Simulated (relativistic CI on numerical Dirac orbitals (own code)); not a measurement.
Ligand-field terms of d3

Computed with a parametric ligand-field model of a d^n configuration (Racah B and C, spin-orbit zeta, crystal field), exact diagonalisation.

Field parameters in Wybourne normalisation: D3d B²₀ = −7Dσ, B⁴₀ = −14Dq − 21Dτ, B⁴₃ = −14√(10/7) Dq; D4h B²₀ = −7Ds, B⁴₀ = 21(Dq − Dt), B⁴₄ = 21√(5/14) Dq; Oh B⁴₀ = 21Dq, B⁴₄ = √(5/14) B⁴₀. The field is a parameter set, without covalency.

Ground term and bands for B = 740, C = 3420, ζ = 0 cm⁻¹, D4h, 10Dq = 15650, Ds = -1500, Dt = 380 cm⁻¹?

Ground term 4B1 with 0.00 electrons in the two orbitals of the cubic e set. Spin-allowed: 4E 11826 cm⁻¹ (846 nm), 4B2 15650 cm⁻¹ (639 nm), 4E 18181 cm⁻¹ (550 nm), 4A2 21894 cm⁻¹ (457 nm). Lowest spin-forbidden: 2E 12797 cm⁻¹ (781 nm), 2B1 15204 cm⁻¹ (658 nm), 2A1 15696 cm⁻¹ (637 nm).

Ground term and bands for B = 760, C = 3660, ζ = 0 cm⁻¹, D3d, 10Dq = 17200, Dσ = -1200, Dτ = -390 cm⁻¹?

Ground term 4A2 with 0.00 electrons in the two orbitals of the cubic e set. Spin-allowed: 4E 13717 cm⁻¹ (729 nm), 4A1 17796 cm⁻¹ (562 nm), 4E 22943 cm⁻¹ (436 nm), 4A2 24552 cm⁻¹ (407 nm). Lowest spin-forbidden: 2E 13895 cm⁻¹ (720 nm), 2E 16757 cm⁻¹ (597 nm), 2A2 17337 cm⁻¹ (577 nm).

Ground term and bands for B = 660, C = 2420, ζ = 0 cm⁻¹, D4h, 10Dq = 16050, Ds = 1690, Dt = -570 cm⁻¹?

Ground term 4B1 with 0.00 electrons in the two orbitals of the cubic e set. Spin-allowed: 4B2 16050 cm⁻¹ (623 nm), 4A2 19469 cm⁻¹ (514 nm), 4E 20729 cm⁻¹ (482 nm), 4E 29441 cm⁻¹ (340 nm). Lowest spin-forbidden: 2E 7722 cm⁻¹ (1295 nm), 2A1 11986 cm⁻¹ (834 nm), 2B1 12274 cm⁻¹ (815 nm).

Ground term and bands for B = 580, C = 2430, ζ = 0 cm⁻¹, D4h, 10Dq = 17800, Ds = 3000, Dt = 580 cm⁻¹?

Ground term 4B1 with 0.00 electrons in the two orbitals of the cubic e set. Spin-allowed: 4A2 9381 cm⁻¹ (1066 nm), 4E 10172 cm⁻¹ (983 nm), 4B2 17800 cm⁻¹ (562 nm), 4E 25834 cm⁻¹ (387 nm). Lowest spin-forbidden: 2E 8606 cm⁻¹ (1162 nm), 2A1 11085 cm⁻¹ (902 nm), 2B1 11657 cm⁻¹ (858 nm).

A d3 ion in Oh symmetry has the ground term 4A2 and bands at 4T2 3250 cm⁻¹ (3077 nm), 4T1 5689 cm⁻¹ (1758 nm), 2E 15735 cm⁻¹ (636 nm), 2T1 16213 cm⁻¹ (617 nm), 4T1 16361 cm⁻¹ (611 nm), 2A1 17360 cm⁻¹ (576 nm). Which parameters reproduce them?

B = 820, C = 3610, ζ = 0 cm⁻¹, Oh, 10Dq = 3250 cm⁻¹.
